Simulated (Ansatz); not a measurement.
Molecule: CH3BClO, net charge 0, doublet state. It need not be the lowest isomer of its formula. 
Geometry from a B3LYP-D3(BJ)/def2-TZVP (Ansatz, an electronic-structure program) optimisation:
```
C
H 1 1.0882
H 1 1.0882 2 109.70
H 1 1.0888 2 110.30 3 121.69
O 1 1.4402 2 107.79 3 -117.15
B 5 1.3179 1 127.35 2 -121.28
Cl 6 1.7707 5 126.54 1 0.01
```
Charge 0, spin multiplicity 2.

Basis-set convergence of Hartree-Fock and CCSD(T) correlation energies (hartree) with Ansatz. Cores are frozen in the correlated levels unless marked. Open shells are spin-unrestricted. No spin-orbit coupling. No relativistic terms.

```
basis        functions       E(HF)  E(corr, CCSD(T))
-----------  ---------  ----------  ----------------
cc-pV(D+d)Z         80  -598.69804          -0.57639
cc-pV(T+d)Z        171         [?]               [?]
```

### Question
Some entries are withheld; supply them.

### Answer

- cc-pV(T+d)Z, E(HF): -598.75717
- cc-pV(T+d)Z, E(corr, CCSD(T)): -0.73267
